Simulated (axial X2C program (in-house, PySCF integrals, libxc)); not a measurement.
## WAs: properties at the nuclei

Calculated with an axial X2C code built on PySCF integrals: two-component X2C with atomic mean-field Coulomb and Gaunt terms, Gaussian nuclei, basis W dyall-cv3z, As dyall-cv3z with contracted cores.

R = 2.249 Å (near the PBE0 minimum at charge 0 of the determinant lowest at the starting distance; the state shown can have its own minimum elsewhere).

Input and command:
```json
{"zs": [74, 33], "q": 0, "bas": ["dyall-cv3z", "dyall-cv3z"], "r0": 2.58, "levels": ["PBE0", "HF", "r2SCAN", "B3LYP", "PBE50"], "nst": 3}
```
```bash
python soeom.py task.json out
```

Keys: zs atomic numbers; q charge; bas basis sets; r0 starting distance in Å; levels methods; nst determinants followed.

Determinant lowest in the PBE0 search, Ω = 3/2 (⟨Sz⟩ = 1.48, ⟨Lz⟩ = 0.02 at PBE0), spin on the atoms W 2.07, As -0.58:

```tsv
level	Eeff magnitude (GV/cm)	Ws magnitude W (kHz)	A∥/gI W (MHz)	qzz W (a.u.)	A∥/gI As (MHz)	qzz As (a.u.)	μ (D)
PBE0	23.9	14.6	2550	0.29	148	-2.15	-3.45
HF	24.7	15.1	2250	-1.26	129	-3.62	-4.05
r2SCAN	25.6	16.2	2980	0.25	140	-2.03	-3.42
B3LYP	20.8	12.4	2400	0.52	110	-1.83	-3.19
PBE50	23.7	14.5	2570	0.02	157	-2.66	-3.88
```

Determinant 1.24 eV from it at PBE0 and this distance, Ω = 1/2 (⟨Sz⟩ = 0.52, ⟨Lz⟩ = -0.02 at PBE0), spin on the atoms W 0.75, As -0.23:

```csv
level,Eeff magnitude (GV/cm),Ws magnitude W (kHz),A∥/gI W (MHz),qzz W (a.u.),A∥/gI As (MHz),qzz As (a.u.),μ (D)
PBE0,19.5,37.4,8790,0.70,340,-1.89,-3.35
HF,33.8,64.3,9020,-1.16,484,-3.86,-3.60
r2SCAN,18,35,9150,0.43,151,-1.70,-3.20
B3LYP,16.9,31.3,8270,0.75,251,-1.69,-3.06
PBE50,23.6,45.5,9300,0.59,534,-2.37,-3.81
```

Eeff is the effective electric field on the electron electric dipole moment in this Ω state and Ws the scalar–pseudoscalar constant of the nucleus named (defined with the proton number Z and per Ω); A∥ (defined per Ω) follows by multiplying with gI = μI/(I μN); qzz is the electric field gradient, eQq0 = 234.96 MHz × Q/barn × qzz; μ is positive if the As end (last atom) is positive. The operators were transformed with the bare-nucleus X2C matrices; with these basis sets, hyperfine constants and field gradients can be off by tens of per cent, and where levels differ in sign neither size nor sign is settled.

**Question.** With gI(183W) = 0.2356, gI(75As) = 0.9597, Q(75As) = 0.311 barn (g factors from the IAEA table of nuclear moments by Stone; Q from Pyykkö, Mol. Phys. 2018), turn the PBE0 values of the first state into constants in MHz.

**Answer.** A∥(183W) = 2550 × 0.2356 = 601 MHz; A∥(75As) = 148 × 0.9597 = 142 MHz; eQq0(75As) = 234.96 × (0.311) × (-2.15) = -157 MHz.

Each state is one determinant with collinear spin, which with several unpaired electrons need not be a pure state. Unrestricted Hartree–Fock can overshoot spin polarisation at the nuclei. This is the top spin component of a Σ state; components of lower Ω are not single determinants and can lie lower. With several open shells hyperfine constants can be off by a factor of several. In the state Ω = 3/2 the atomic spins oppose each other (2.07, -0.58): a broken-symmetry determinant whose values are not spin-projected. The search compared states at one distance, so a state with another bond length can lie lower. Further determinants of the search, some of them spin-mixed, are not shown. Where a field gradient or hyperfine factor spreads by more than a factor of two over the levels, a constant derived from it is not to be relied on. PBE0 term energies can be off by some tenths of an eV.
